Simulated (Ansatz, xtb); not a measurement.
Relative energy of two isomers of BGeH8NO

Structure a: `[NH3+][B@H-](O)[GeH3]`, a singlet. Structure b: `O[BH2-][NH2+][GeH3]`, a singlet. Both are isolated molecules in the gas phase, relaxed with B3LYP-D3(BJ)/def2-SVP; the shapes shown needn't be the lowest conformers.

a (Å):

| atom | x (Å) | y (Å) | z (Å) |
| --- | --- | --- | --- |
| B | 0.3134 | 1.1831 | 1.7070 |
| Ge | 2.2127 | 2.1117 | 1.6764 |
| N | 0.6201 | -0.4625 | 1.9637 |
| O | -0.4557 | 1.2595 | 0.5102 |
| H | 1.0542 | -0.6331 | 2.8745 |
| H | -0.2773 | -0.9559 | 1.9335 |
| H | 1.2194 | -0.8710 | 1.2410 |
| H | -0.3169 | 1.4778 | 2.7142 |
| H | 0.0646 | 1.5129 | -0.2585 |
| H | 2.1974 | 3.6494 | 1.8606 |
| H | 3.2003 | 1.5747 | 2.7603 |
| H | 2.9701 | 1.8716 | 0.3281 |

b (Å):

| atom | x (Å) | y (Å) | z (Å) |
| --- | --- | --- | --- |
| B | -1.4749 | -0.6376 | 1.7292 |
| Ge | 0.3617 | 1.4588 | 0.9939 |
| N | -0.4006 | -0.2662 | 0.5398 |
| O | -1.9779 | 0.7021 | 2.0415 |
| H | -2.2106 | 0.7822 | 2.9714 |
| H | -0.8033 | -1.1568 | 2.6233 |
| H | -2.2889 | -1.4053 | 1.2198 |
| H | -0.8925 | -0.2019 | -0.3551 |
| H | 0.3109 | -0.9912 | 0.4272 |
| H | 0.7156 | 1.4635 | 2.4795 |
| H | 1.6671 | 1.4696 | 0.1538 |
| H | -0.5605 | 2.5713 | 0.4998 |

Energies in hartree; the thermal terms are from B3LYP-D3(BJ)/def2-SVP harmonic frequencies (ideal gas, rigid rotor, one conformer each, 298.15 K, 1 atm) and include the zero-point energy:

|  | a | b |
| --- | --- | --- |
| E, CCSD(T)/def2-SVP | −2234.443850 | −2234.447712 |
| E, MP2/def2-SVP | −2234.383660 | −2234.388488 |
| E, MP2/def2-TZVPP | −2234.984917 | −2234.988550 |
| zero-point energy | 0.089690 | 0.088997 |
| H(298 K) − E | 0.098208 | 0.096744 |
| G(298 K) − E | 0.058026 | 0.058309 |

Task: Correct the CCSD(T) difference for the basis set by the MP2 change, then work out ΔE, ΔE₀, ΔH and ΔG for a → b in kJ/mol (1 Eh = 2625.50 kJ/mol) and the equilibrium ratio [b]/[a].

Result: 1. Differences b − a: CCSD(T) −0.003862, MP2 in the small set −0.004828, MP2 in the large set −0.003633 Eh.
2. ΔE = −0.003862 + (−0.003633 − (−0.004828)) = −0.002667 Eh = −7.00 kJ/mol.
3. ΔE₀ = ΔE + ΔZPE = −0.002667 + (−0.000693) Eh = −8.82 kJ/mol.
4. ΔH = ΔE + (−0.001464) Eh = −10.85 kJ/mol.
5. ΔG = ΔE + (+0.000283) Eh = −6.26 kJ/mol, so ΔS = (ΔH − ΔG)/T = −15.4 J/(mol K).
6. kT = 0.9442 mEh, so K = [b]/[a] = exp(−ΔG/kT) = exp(+2.52) ≈ 12.

Structure b is favoured at this temperature. An error of 4 kJ/mol in ΔG would change K by a factor of 5. r2SCAN-D4/def2-SVP gave ΔE the other sign. Mirror images and further conformers aren't counted.

As drawn, b has 1 Ge–N, 1 B–H in place of 1 B–Ge, 1 N–H.

Other levels gave ΔE = −75.2 (GFN2-xTB); −106.6 (HF/STO-3G, GFN2-xTB geometries); +2.5 (r2SCAN-D4/def2-SVP, GFN2-xTB geometries); −1.9 (B3LYP-D3(BJ)/def2-SVP); −14.6 (HF/def2-SVP); −12.7 (MP2/def2-SVP); −10.1 (CCSD(T)/def2-SVP) kJ/mol. The correlated steps freeze 12 core orbitals; the filled d shell of Ge is correlated, in a basis made for valence electrons. Programs: Ansatz 0.2.0, xtb 6.7.1.
